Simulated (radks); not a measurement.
Results of a calculation; reference values are marked as such.
Question: Species: Tb36+. Configuration: [Ar] 3d10 4s1 (the NIST ground configuration). Level of theory: scalar-relativistic Kohn-Sham, LB94 model potential, spin-polarised, spherical densities, finite nucleus; open shells are filled with parallel spins first (spin-orbit coupling, left out, can overturn this in heavy ions); Fermi nuclear charge, rms radius 5.06 fm (a radial shooting solver on a logarithmic mesh with Libxc functionals). Some entries of the table are withheld. Estimate them.

| orbital | occ. | eigenvalue (eV) | r(max) (bohr) |
|---|---|---|---|
| 1s up | 1 | -53595.47 | 0.01364 |
| 1s down | 1 | -53594.06 | 0.01364 |
| 2s up | 1 | -10154.46 | 0.07734 |
| 2s down | 1 | -10153.78 | 0.07734 |
| 2p up | 3 | -9203.300 | 0.06262 |
| 2p down | 3 | -9202.785 | 0.06262 |
| 3s down | 1 | (1) | 0.2179 |
| 3s up | 1 | (2) | 0.2179 |
| 3p down | 3 | (3) | (4) |
| 3p up | 3 | (5) | (6) |
| 3d down | 5 | -2686.551 | 0.1731 |
| 3d up | 5 | -2686.306 | 0.1731 |
| 4s down | 0 | -1633.396 | 0.4642 |
| 4s up | 1 | -1627.452 | 0.4643 |

Answer: 
(1) 3s down eigenvalue (eV): -3355.958
(2) 3s up eigenvalue (eV): -3355.636
(3) 3p down eigenvalue (eV): -3061.440
(4) 3p down r(max) (bohr): 0.2134
(5) 3p up eigenvalue (eV): -3060.969
(6) 3p up r(max) (bohr): 0.2134
